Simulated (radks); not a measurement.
Charge is removed step by step from the 2p down level of Al+, starting from [He] 2s2 2p(up 3, down 3) 3s2. All-electron calculation, scalar-relativistic Kohn-Sham, PBEsol, spin-polarised, spherical densities, finite nucleus; Fermi nuclear charge, rms radius 3.061 fm. Program: a radial shooting solver on a logarithmic mesh with Libxc functionals.

| removed (e) | E - E(0) (eV) | eigenvalue (eV) | E minus straight line (eV) |
|---|---|---|---|
| 0 | 0.000 | -77.885 | 0.000 |
| 0.125 | 9.946 | -81.285 | -1.542 |
| 0.25 | 20.321 | -84.737 | -2.657 |
| 0.375 | 31.130 | -88.241 | -3.336 |
| 0.5 | 42.381 | -91.794 | -3.574 |
| 0.625 | 54.078 | -95.394 | -3.366 |
| 0.75 | 66.228 | -99.040 | -2.704 |
| 0.875 | 78.837 | -102.73 | -1.584 |
| 1 | 91.910 | -106.47 | 0.000 |

Removing the whole electron costs 91.910 eV by Delta-SCF, against 77.885 eV from minus the eigenvalue at the starting occupation. Slater's transition state (half an electron removed) gives 91.794 eV. Integrating minus the eigenvalue over the occupation (Janak's theorem) gives 91.921 eV. In this scalar-relativistic scheme the density is built from large components alone, so the theorem holds only approximately. The mean slope of the eigenvalue, de/dn, is 28.6 eV per electron.
